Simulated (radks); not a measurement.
Species: Ti I. Configuration: [Ar] 3d2 4s2. Calculated with a radial shooting solver on a logarithmic mesh with Libxc functionals: scalar-relativistic Kohn-Sham, LDA (Slater exchange, Perdew-Wang correlation), spin-polarised, spherical densities, finite nucleus; open shells are filled with parallel spins first; Fermi nuclear charge, rms radius 3.5921 fm.

Unscreened Slater integrals over Kohn-Sham orbitals (eV). They are taken over the spin-up orbitals.

integral     value
F0(4s,4s)   7.1707
F0(4s,3d)   8.8942
G2(4s,3d)   1.5191
F0(4s,3p)   9.2913
G1(4s,3p)  0.56076
F0(4s,3s)   9.3462
G0(4s,3s)  0.38954
F0(3d,3d)   16.249
F2(3d,3d)   7.2253
F4(3d,3d)   4.4421
F0(3d,3p)   18.865
F2(3d,3p)   8.5885
G1(3d,3p)   10.677
G3(3d,3p)   6.3643
F0(3d,3s)   19.404
G2(3d,3s)   7.9655
F0(3p,3p)   22.638
F2(3p,3p)   11.306
F0(3p,3s)   23.426
G1(3p,3s)   15.516
F0(3s,3s)   24.304

Derived for the open shells (J is the average intra-shell exchange parameter used in DFT+U). 3d: Racah B = F2/49 - 5 F4/441 = 0.09709 eV, C = 35 F4/441 = 0.3525 eV, C/B = 3.63, F4/F2 = 0.615, J = (F2 + F4)/14 = 0.8334 eV.
